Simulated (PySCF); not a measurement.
Compound: C₉H₁₀O.
Cartesian coordinates in Å at the PBE0-D3(BJ)/def2-SVP level; atoms count from 1:
```xyz
20
C9H10O angstrom
C      3.2615    1.9327   -0.5226
C      2.5236    0.8191   -0.6700
C      1.1400    0.7159   -0.2662
C      0.3353   -0.3723   -0.3798
C      0.7567   -1.6891   -0.9605
C     -1.0392   -0.3136    0.0784
C     -2.0474   -1.2498    0.0844
C     -3.1864   -0.6164    0.6629
C     -2.7908    0.6531    0.9655
O     -1.5041    0.8413    0.6173
H      2.8374    2.8385   -0.0784
H      4.3060    1.9726   -0.8397
H      2.9951   -0.0606   -1.1199
H      0.7017    1.6147    0.1785
H      0.6406   -2.4974   -0.2206
H      1.8011   -1.6849   -1.2921
H      0.1282   -1.9529   -1.8264
H     -1.9786   -2.2708   -0.2823
H     -4.1707   -1.0469    0.8324
H     -3.2958    1.5043    1.4146
```

Theory: TDDFT wB97X-D/def2-SVPD, vertical, gas phase, core orbitals frozen in the response in PySCF.

Transition dipole moments from the ground state, in atomic units and in the frame of the coordinates above (overall signs are arbitrary), for the states with f of 0.002 or more among the lowest 8:

| state | E (eV) | μx | μy | μz |
| --- | --- | --- | --- | --- |
| S1 | 4.340 | -2.550 | -1.063 | 0.450 |
| S2 | 6.066 | 0.250 | 0.472 | 0.082 |
| S4 | 6.195 | 0.297 | 1.141 | 0.295 |
| S5 | 6.475 | -0.287 | -0.615 | -0.119 |
| S6 | 6.628 | -0.111 | 0.121 | -0.350 |
| S7 | 6.822 | -0.037 | 0.043 | -0.120 |
| S8 | 6.936 | -0.157 | -0.721 | -0.195 |

What oscillator strength does each state have?

f = (2/3) ΔE |μ|² with ΔE in hartree (27.2114 eV).

```json
{"state": "S1", "|μ|² (au)": "7.836", "|μ| (D)": "7.11", "f": "0.833"}
{"state": "S2", "|μ|² (au)": "0.292", "|μ| (D)": "1.37", "f": "0.043"}
{"state": "S4", "|μ|² (au)": "1.478", "|μ| (D)": "3.09", "f": "0.224"}
{"state": "S5", "|μ|² (au)": "0.474", "|μ| (D)": "1.75", "f": "0.075"}
{"state": "S6", "|μ|² (au)": "0.149", "|μ| (D)": "0.98", "f": "0.024"}
{"state": "S7", "|μ|² (au)": "0.018", "|μ| (D)": "0.34", "f": "0.003"}
{"state": "S8", "|μ|² (au)": "0.583", "|μ| (D)": "1.94", "f": "0.099"}
```

What is the point group, and which symmetry does each of these states have?

Cs. Polarised normal to the mirror plane, so A″: S6 and S7. Polarised in the mirror plane, so A′: S1, S2, S4, S5 and S8.

What angle do the transition dipoles of S5 and S6 make?

|cos θ| = |μa·μb| / (|μa| |μb|) = 0.00, so θ ≈ 90° (taken between 0 and 90°, since the signs are arbitrary).

How is the summed strength of these states shared among x, y and z?

(2/3) Σ ΔE μα² gives 0.734 for x, 0.502 for y and 0.067 for z, 1.302 in all.

What peak molar absorption coefficient would the strongest computed level give as a lone Gaussian band 0.4 eV wide at half height?

ε(max) = 2.175×10⁸ f / FWHM, with the width in cm⁻¹. S1: 2.175×10⁸ × 0.8332 / 3226 ≈ 56000 L mol⁻¹ cm⁻¹.

All these states lie below the vertical ionisation energy of 7.41 eV (ΔSCF).

One conformer stands for the species.
